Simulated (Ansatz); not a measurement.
`C[CH2][In]([OH])[F]` → `[CH2]` (triplet) + `[CH3][In]([OH])[F]` at 298.15 K and 1 bar (formal loss of a carbene).

Calculated with Ansatz (gas phase, PBE0-D4/def2-TZVP geometries, no zero-point term in ΔE). CCSD(T)/CBS adds triple-zeta CCSD(T) − MP2 to the extrapolated MP2 energy (def2 sets, frozen cores). This one scheme is used for every species. Triplets are unrestricted, without spin–orbit coupling. Elements past krypton have def2 core potentials. For In outer-core shells are correlated without core-valence functions, which leaves a few kJ/mol of doubt a bond. One conformer a species, not always the lowest.

| species | CCSD(T)/CBS energy (Eh) | H − E (kJ/mol) | S (J/(mol·K)) |
| --- | --- | --- | --- |
| `C[CH2][In]([OH])[F]` | -444.54921 | 232.8 | 391.2 |
| `[CH2]` (triplet) | -39.09499 | 55.4 | 195.3 |
| `[CH3][In]([OH])[F]` | -405.29320 | 153.3 | 364.6 |

H − E and S are ideal-gas, rigid-rotor, harmonic terms from PBE0-D4/def2-TZVP, for one conformer and one mirror image of each species, with the whole ground term of open shells counted as degenerate. 1 Eh = 2625.50 kJ/mol, R = 8.31446 J/(mol·K).

Task: By hand: ΔE, ΔH, ΔS and ΔG.

Result: ΔE = (-39.09499) + (-405.29320) − (-444.54921) = 0.16102 Eh = 422.8 kJ/mol. Δ(H − E) = 55.4 + 153.3 − 232.8 = -24.1, so ΔH = 398.7 kJ/mol. ΔS = 195.3 + 364.6 − 391.2 = 168.7 J/(mol·K). ΔG = 398.7 − 298.15 × (168.7)/1000 = 348.4 kJ/mol.

Task: By hand: the equilibrium constant, and the temperature at which ΔG would vanish if ΔH and ΔS stayed fixed.

Result: log₁₀ K = −ΔG/(RT ln 10) = -61.0. ΔG = 0 at ΔH/ΔS = 2363 K.

The number of gas molecules changes by +1, which sets the sign of ΔS. A doubt of 5 kJ/mol in ΔE shifts log₁₀ K by 0.9 here. Other conformers and mirror images would add mixing entropy, several J/(mol·K) or more a flexible species. Modes under 60 cm⁻¹, often nearly free rotors, make the harmonic entropy too high. A triplet takes part, so the spin changes. These are equilibria of isolated gas molecules and say nothing of rates. Largest T1 diagnostic: 0.016 (customary marks: 0.02 for closed shells, 0.045 for open ones).
